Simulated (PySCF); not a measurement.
SMILES [Si]([O][GeH3])([O][GeH3])(C)C at its GFN2-xTB optimised geometry (Å):

```
19

Ge     1.5817    -0.7855     1.2729
O      0.4667    -1.1755     0.0000
Si    -1.1812    -1.1755     0.0000
C     -1.8290    -2.1924     1.4652
C     -1.8187     0.6120     0.0000
O     -1.5536    -1.9073    -1.4059
Ge    -0.4137    -2.4801    -2.6042
H      2.9003    -0.7341     0.5723
H      1.1859     0.5352     1.8654
H      1.5174    -1.8735     2.3031
H     -1.5073    -1.7428     2.4013
H     -2.9123    -2.2383     1.4702
H     -1.4530    -3.2115     1.4369
H     -1.4158     1.1755    -0.8369
H     -2.9003     0.6408    -0.0709
H     -1.5297     1.1205     0.9153
H     -1.3393    -3.0175    -3.6514
H      0.4372    -3.5471    -1.9897
H      0.3975    -1.3217    -3.0924
```

Level of theory: PBE0/def2-SVP (PySCF). Cells within 0.4 Å of a nucleus heavier than hydrogen are left out (blank, or x).

Map of the deformation density (molecule minus spherical neutral atoms) (e/bohr³) on the plane z = 0.0 Å:

```
|11111111111111111111111111111|
|11111111111111111111111111111|
|11111111111111111111111111111|
|11111111111111111111111111111|
|11111111111111111111111111111|
|11111111111111111111111111111|
|11111111111111111111111111111|
|11111111111111111111111111111|
|11111111111111111111111111111|
|11111111111111111111111111111|
|11111111011111111111111111111|
|11111134233111111111111111111|
|11110189xx3001111111111111111|
|111111576x5111111111111111111|
|11111112366311111111111111111|
|11111111255311222111111111111|
|11111110122102454211121111111|
|1111111000xx046xx211111111111|
|1111111000xx035xx211111111111|
|11111110000001343211111111111|
|11111111110000122111111111111|
|11111111110001111111111111111|
|11111111111111111111111111111|
|11111111111111111111111111111|
|11111111111111111111111111111|
|11111111111111111111111111111|
|11111111111111111111111111111|
|11111111111111111111111111111|
|11111111111111111111111111111|
```
Scale: ten equal steps from -0.017 (start of '0') to 0.086 (end of '9'), in the order '0123456789'; x runs from -5.00 to 5.00, y from -5.00 (bottom) to 5.00 (top).
